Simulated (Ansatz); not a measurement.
```xyz
10

Cl    0.169    2.965   -0.740
Sn    0.772    1.872    1.303
O    -1.007    0.642    1.228
C    -1.212   -0.322    0.436
C    -0.290   -0.956   -0.388
C     1.069   -0.665   -0.420
O     1.682    0.237    0.218
H    -2.239   -0.704    0.424
H    -0.644   -1.770   -1.005
H     1.700   -1.298   -1.056
```

Charge 0, multiplicity 1. Sn: def2 effective core potential.

(1) List the PBE0/def2-TZVPP orbital energies in eV (Ansatz 0.2.0). (An estimate is asked.)

Results:

(1) Ansatz gave: Occupied: -2766.21, -523.59, -523.59, -281.15, -281.15, -278.50, -258.04, -196.30, -196.21, -196.20, -140.38, -95.06, -94.99, -94.89, -30.21, -30.00, -28.77, -28.69, -28.59, -28.57, -28.47, -22.34, -21.51, -18.86, -16.91, -15.07, -14.39, -13.29, -12.96, -12.55, -11.61, -11.11, -9.69, -8.59, -8.45, -8.30, -7.72, -7.38. Lowest empty: -2.21, -0.96, -0.49, 0.43, 1.40, 1.83, 2.26, 2.91.
